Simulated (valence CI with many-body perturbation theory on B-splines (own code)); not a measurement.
## E1 line list for Te⁴⁶⁺

Computed by relativistic CI+MBPT: four valence electrons over a frozen Dirac-Fock core [He], radial functions for each j: 11 s, 11 p, 10 d, 8 f, 5 g, 2 h, with the one-electron correlation potential Σ1 (screened to all orders), the two-electron term Σ2, the three-electron term Σ3, Breit, model QED; selected single and double excitations, second order for the rest, scaled by the run's own slope (own B-spline code, finite nucleus).

No measured spectrum was set against this ion. As an estimate, large intervals hold to a few tenths of a per cent, small ones and those within an open d or f shell to about a per cent. Among the levels kept, up to 840 cm⁻¹ of a level comes from second order outside the variational space, and about a tenth of that is noise between levels of different J, which matters for small intervals.

Lines 101 to 150 of 546 in falling wavelength, among levels below 425.63 Ry, chosen from the strongest by gf and those to the six lowest levels. Wavelengths and rates use the calculated energies. Electric multipoles are in the length gauge, E1 and E2 with the static RPA response of the core. Weak lines are less certain than strong ones. Lines between different terms over intervals too small for the method are left out, as are lines whose strength nearly cancels. Where a level lies close to another of its J and parity, the split of strength between their lines is uncertain. The highest levels of a list are the least certain.

Levels are named by their leading jj configuration (3d3/2^4 stands for four electrons in 3d with j = 3/2), which in mixed levels can hold well under half, so a name can repeat and another be missing. Letters in brackets count levels of one name in rising energy.

```csv
λ vac (Å),Upper,Lower,A (s⁻¹),log gf,Branch %
83.67,(2s 2p1/2 2p3/2 3d3/2) J=2 [c],(2s 2p1/2 2p3/2 3p1/2) J=1 [b],1.59e+10,-1.08,0.0
83.37,(2s 2p3/2^2 3d5/2) J=4 [a],(2s 2p3/2^2 3p1/2) J=3,1.44e+10,-0.87,0.0
83.26,(2s 2p1/2 2p3/2 3p3/2) J=2 [d],(2s 2p1/2 2p3/2 3s) J=1 [c],3.64e+10,-0.72,0.1
83.10,(2s^2 2p1/2 3p3/2) J=2,(2s^2 2p1/2 3s) J=1,7.29e+10,-0.42,8.1
83.08,(2s 2p3/2^2 3p3/2) J=2 [a],(2s 2p3/2^2 3s) J=2 [a],4.61e+10,-0.62,0.0
82.63,(2s 2p1/2 2p3/2 3p3/2) J=3 [b],(2s 2p1/2 2p3/2 3s) J=3,1.41e+10,-1.00,0.0
82.24,(2p1/2^2 2p3/2 3p3/2) J=2,(2p1/2^2 2p3/2 3s) J=2,3.94e+10,-0.70,0.0
81.51,(2s 2p1/2 2p3/2 3s) J=3,(2s^2 2p3/2 3s) J=2,4.88e+10,-0.47,0.3
81.17,(2s 2p1/2 2p3/2 3p3/2) J=2 [d],(2s 2p1/2 2p3/2 3s) J=1 [b],2.27e+10,-0.95,0.0
80.71,(2s 2p1/2 2p3/2 3p3/2) J=4,(2s^2 2p3/2 3p3/2) J=3,1.76e+10,-0.81,5.2
80.62,(2s 2p3/2^2 3p3/2) J=2 [c],(2s 2p3/2^2 3s) J=1 [a],2.11e+10,-0.99,0.4
78.84,(2p1/2 2p3/2^2 3p3/2) J=3 [b],(2s 2p3/2^2 3p3/2) J=3 [b],1.94e+10,-0.90,0.0
78.64,(2p1/2 2p3/2^2 3s) J=3,(2s 2p3/2^2 3s) J=2 [b],4.39e+10,-0.54,0.1
78.64,(2p1/2 2p3/2^2 3p3/2) J=2 [b],(2p1/2 2p3/2^2 3s) J=2 [b],6.33e+10,-0.53,0.1
78.07,(2s 2p1/2 2p3/2 3p3/2) J=1 [d],(2s 2p1/2 2p3/2 3s) J=1 [b],5.11e+10,-0.85,0.9
77.71,(2s 2p1/2 2p3/2 3p3/2) J=2 [a],(2s 2p1/2 2p3/2 3s) J=2 [a],3.63e+10,-0.78,0.0
77.60,(2p1/2^2 2p3/2 3p3/2) J=0,(2p1/2^2 2p3/2 3s) J=1,1.16e+11,-0.98,0.1
77.28,(2s 2p1/2^2 2p3/2) J=2,(2s^2 2p1/2 2p3/2) J=2,4.55e+09,-1.69,36.5
76.64,(2s^2 2p3/2 3p3/2) J=2,(2s^2 2p3/2 3s) J=1,4.09e+10,-0.74,0.2
73.99,(2s^2 2p3/2 3p3/2) J=2,(2s^2 2p3/2 3s) J=2,2.26e+10,-1.03,0.1
73.90,(2s 2p3/2^2 3p3/2) J=1 [c],(2s 2p3/2^2 3s) J=1 [c],6.43e+10,-0.80,0.2
73.81,(2s 2p1/2 2p3/2^2) J=3,(2s^2 2p3/2^2) J=2,7.94e+09,-1.34,6.2
73.53,(2s 2p1/2^2 3s) J=1,(2s^2 2p1/2 3s) J=0,3.72e+10,-1.04,0.1
72.38,(2s 2p1/2 2p3/2 3p3/2) J=3 [b],(2s^2 2p3/2 3p3/2) J=3,3.68e+10,-0.69,0.0
71.25,(2p1/2^2 2p3/2 3s) J=2,(2s 2p1/2 2p3/2 3s) J=2 [c],2.39e+10,-1.04,0.1
70.59,(2s 2p1/2^2 2p3/2) J=2,(2s^2 2p1/2 2p3/2) J=1,7.90e+09,-1.53,63.5
60.54,(2p1/2 2p3/2^2 3d5/2) J=4,(2s 2p3/2^2 3d5/2) J=5,1.97e+10,-1.01,1.2
59.28,(2p1/2 2p3/2^2 3s) J=2 [a],(2s 2p3/2^2 3s) J=3,3.45e+10,-1.04,0.2
57.12,(2s 2p1/2 2p3/2^2) J=1 [a],(2s^2 2p3/2^2) J=2,8.73e+09,-1.89,0.9
56.62,(2s 2p1/2^2 2p3/2) J=1,(2s^2 2p1/2 2p3/2) J=2,2.05e+10,-1.53,3.2
56.54,(2p1/2^2 2p3/2 3d5/2) J=3,(2s 2p1/2 2p3/2 3d5/2) J=4 [b],3.31e+10,-0.95,0.0
56.13,(2p1/2^2 2p3/2 3d3/2) J=3,(2s 2p1/2 2p3/2 3d3/2) J=4,3.63e+10,-0.92,0.9
55.80,(2p1/2^2 2p3/2 3p3/2) J=3,(2s 2p1/2 2p3/2 3p3/2) J=4,4.15e+10,-0.87,0.0
55.55,(2p1/2^2 2p3/2 3d5/2) J=4,(2s 2p1/2 2p3/2 3d5/2) J=5,4.27e+10,-0.75,3.4
55.28,(2p1/2 2p3/2^2 3p3/2) J=4,(2s 2p3/2^2 3p3/2) J=4,2.29e+10,-1.02,0.0
54.56,(2s 2p1/2 2p3/2^2) J=2 [b],(2s^2 2p3/2^2) J=2,1.15e+10,-1.59,1.2
49.74,(2p1/2^2 2p3/2^2) J=2,(2s 2p1/2 2p3/2^2) J=3,6.26e+10,-0.94,6.7
28.85,(2s 2p3/2^2 3d5/2) J=5,(2s^2 2p3/2 3d5/2) J=4,9.30e+10,-0.89,89.9
28.63,(2s 2p3/2^2 3s) J=3,(2s^2 2p3/2 3s) J=2,1.21e+11,-0.98,0.9
28.58,(2p1/2 2p3/2^2 3p3/2) J=2 [a],(2s 2p1/2 2p3/2 3p3/2) J=1 [c],1.64e+11,-1.00,0.2
28.39,(2s 2p3/2^2 3p1/2) J=3,(2s^2 2p3/2 3p1/2) J=2,1.10e+11,-1.03,0.1
28.38,(2p1/2 2p3/2^2 3d3/2) J=1,(2s 2p1/2 2p3/2 3d3/2) J=1 [c],2.37e+11,-1.07,0.5
28.22,(2p1/2 2p3/2^2 3d5/2) J=4,(2s 2p1/2 2p3/2 3d5/2) J=3 [c],1.76e+11,-0.72,10.8
28.10,(2s 2p1/2 2p3/2^2) J=2 [a],(2s^2 2p1/2 2p3/2) J=1,1.34e+11,-1.10,96.8
27.98,(2p1/2 2p3/2^2 3d3/2) J=3,(2s 2p1/2 2p3/2 3d3/2) J=2 [c],1.17e+11,-1.02,0.2
27.96,(2p1/2 2p3/2^2 3s) J=2 [a],(2s 2p1/2 2p3/2 3s) J=1 [c],2.39e+11,-0.85,1.7
27.88,(2p1/2 2p3/2^2 3p3/2) J=3 [a],(2s 2p1/2 2p3/2 3p3/2) J=2 [c],2.17e+11,-0.75,0.2
27.59,(2p1/2 2p3/2^2 3p3/2) J=3 [b],(2s 2p1/2 2p3/2 3p3/2) J=2 [d],1.27e+11,-0.99,0.1
27.55,(2p1/2 2p3/2^2 3p1/2) J=2 [a],(2s 2p1/2 2p3/2 3p1/2) J=1 [b],1.65e+11,-1.03,0.1
27.06,(2p1/2 2p3/2^2 3p1/2) J=3,(2s 2p1/2 2p3/2 3p1/2) J=2 [c],1.40e+11,-0.97,0.0
```
